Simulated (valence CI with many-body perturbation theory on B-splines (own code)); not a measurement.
**Ba6+: calculation against measured levels**

Computed by configuration interaction combined with many-body perturbation theory (CI+MBPT): four valence electrons over a frozen Dirac-Fock core [Kr] 4d10, radial functions for each j: 8 s, 8 p, 9 d, 9 f, 6 g, 3 h, 2 i, with the one-electron correlation potential Σ1, the two-electron term Σ2, the three-electron term Σ3, Breit, model QED; selected CI, second order for the rest, scaled by the run's own slope (own B-spline code, finite nucleus).

Set against measurement, 25 paired levels are off by 308 cm⁻¹ on average, the worst by 741. These come from a selection out of Sansonetti and Curry, J. Phys. Chem. Ref. Data 39, 043103 (2010). Levels without a partner in it may be off by more, other configurations by several thousand cm⁻¹. 1 measured level below the end of the list, from 223820 cm⁻¹ on, found no clear computed partner.

Measured levels: Sansonetti and Curry, J. Phys. Chem. Ref. Data 39, 043103 (2010). Pairs share parity and J, and are chosen by configuration, term and nearness in energy; levels without a clear partner are left out. Energies in cm⁻¹ above the measured ground level. The last column is blank where CI alone has no clear partner.

Names give the largest LS component (configuration and term), which can be under half, so a name can repeat, a term be missing and a line seem to break the LS rules; names also repeat where a configuration has a term twice. Letters in brackets count levels of one name in rising energy.

```tsv
Computed label	Label in the source	Measured	Computed	Difference	CI alone, difference
5s²5p² ³P_0	5s2 5p2 3P	0	0.0	0	0
5s²5p² ³P_1	5s2 5p2 3P	15506.6	15486.1	-20	-834
5s²5p² ³P_2	5s2 5p2 3P	21499.2	21507.0	+8	-723
5s²5p² ¹D_2	5s2 5p2 1D	42514.2	42526.4	+12	-1382
5s²5p² ¹S_0	5s2 5p2 1S	61082.5	61170.7	+88	-680
5s5p³ ⁵S°_2	5s 5p3 5S°	122162.5	121807.1	-355	-7365
5s5p³ ³D°_1	5s 5p3 3D°	148547.3	148398.5	-149	-4620
5s5p³ ³D°_3	5s 5p3 3D°	156808	156617.9	-190	-5543
5s5p³ ³P°_0	5s 5p3 3P°	172476.7	172338.6	-138	-4298
5s5p³ ³P°_1	5s 5p3 3P°	174483.4	174393.3	-90	-4101
5s5p³ ³P°_2	5s 5p3 3P°	175439.5	175380.9	-59	-4104
5s5p³ ¹D°_2	5s 5p3 1D°	192270.5	192245.0	-25	-4302
5s5p³ ³S°_1	5s 5p3 3S°	196280.5	196960.1	+680	+6759
5s²5p5d ³F°_2	5s2 5p 5d 3F°	206668	206798.7	+131	-3808
5s²5p5d ³F°_3	5s2 5p 5d 3F°	213712	213844.2	+132	-4345
5s5p³ ¹P°_1	5s 5p3 1P°	219528	220030.2	+502	+3160
5s²5p5d ³D°_1	5s2 5p 5d 3D°	226198	226695.7	+498	+2464
5s²5p5d ³D°_2	5s2 5p 5d 1D°	238428	238896.5	+469	+1811
5s²5p5d ³D°_3	5s2 5p 5d 3D°	241412	241893.8	+482	+1072
5s²5p5d ³P°_0	5s2 5p 5d 3P°	242672	242997.8	+326	-612
5s²5p5d ³P°_1	5s2 5p 5d 3P°	243933	244320.5	+388	+149
5s²5p5d ³P°_2 [b]	5s2 5p 5d 3P°	246030	246487.5	+458	+921
5s²5p5d ¹F°_3	5s2 5p 5d 1F°	258404	258915.5	+511	
5s²5p5d ¹P°_1	5s2 5p 5d 1P°	264607	265142.2	+535	+1784
5s²5p6s ³P°_0	5s2 5p 6s 3P°	293555	294278.1	+723	-3921
5s²5p6s ³P°_1	5s2 5p 6s 3P°	294884	295625.4	+741	-3845
```

Over 25 excited levels the mean absolute difference is 308 cm⁻¹, the median 326 and the largest 741. For the 24 levels that pair on every rung the mean is CI alone 3025, + Σ1 3510, + Σ2 752, + Σ3 815, + Breit 334, + QED 300. The comparison draws on a selection of the measured levels: 26 of the 73 computed ones have a partner in it, and others may be off by more.

These 1 measured levels below the end of the computed list are not counted above. Beside each stands the unpaired computed level of its name, or else the nearest of its J and parity; the gap is either an error of the method or a doubtful assignment.

| Label in the source | J | Measured | Unpaired level | Computed |
| --- | --- | --- | --- | --- |
| 5s2 5p 5d 3D° | 2 | 223820 | 5s²5p5d ³P°_2 [a] | 224310 |
